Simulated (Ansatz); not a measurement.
`B[SiH2]OBF` + `C#N` → `B[SiH2]C#N` + `OBF`  (formal exchange of groups at the Si–O bond)

Isolated molecules relaxed with PBE0-D4/def2-TZVP in Ansatz; ΔE leaves out vibrations. CBS: MP2 limit from def2 TZ/QZ plus the TZ coupled-cluster correction, frozen cores. This one scheme is used for every species. Functionals use def2-TZVPP. B3LYP here is the variant with VWN-RPA as its local correlation; programs differ in this. One conformer a species, not always the lowest.

`B[SiH2]OBF`:

```xyz
10

B     0.096   -1.399    1.599
Si   -0.566    0.162    0.538
O     0.581    0.782   -0.495
B     0.628    0.984   -1.818
F     1.724    1.520   -2.336
H    -0.633   -1.880    2.417
H     1.177   -1.887    1.457
H    -1.764   -0.250   -0.254
H    -0.971    1.267    1.450
H    -0.272    0.702   -2.558
```

`C#N`:

Cartesian coordinates in Å:
```
C 0.003 0.013 -0.022
N -0.131 -0.559 0.961
H 0.129 0.546 -0.939
```

`B[SiH2]C#N`:

Cartesian coordinates in Å:
```
B 0.196 -1.252 0.833
Si 0.430 0.488 -0.140
C -1.109 1.019 -1.025
N -2.079 1.325 -1.565
H -0.827 -1.864 0.833
H 1.129 -1.689 1.439
H 1.491 0.386 -1.175
H 0.770 1.587 0.801
```

`OBF`:

Cartesian coordinates in Å:
```
O 0.293 -0.189 -0.942
B 0.165 0.056 0.374
F -1.041 0.233 0.910
H -0.548 -0.217 -1.410
H 1.132 0.116 1.068
```

**Question.** Is it downhill or uphill in electronic energy at CCSD(T)/CBS, and by how much? (An estimate is asked.)

**Answer.** The calculation gave: Uphill: ΔE = +40.7 kJ/mol.

**Question.** What do these levels give: BLYP-D4, B3LYP-D4, BHLYP-D4, BLYP, LC-ωPBE, CCSD/CBS(def2)? (An estimate is asked.)

**Answer.** The calculation gave: BLYP-D4 38.1, B3LYP-D4 40.6, BHLYP-D4 45.7, BLYP 35.8, LC-ωPBE 36.7, CCSD/CBS(def2) 42.9 kJ/mol.

Largest T1 diagnostic among the species: 0.014.

From BLYP to BHLYP (50 % exact exchange), in def2-TZVPP and without D4, ΔE moves by +8.5 kJ/mol. Leaving LDA and LC-ωPBE aside and taking each functional with its dispersion term where it has one, the values, not all of them listed here, spread over 17.0 kJ/mol, from revPBE-D4 to BHLYP-D4. LDA lies +4.2 kJ/mol from PBE without D4.
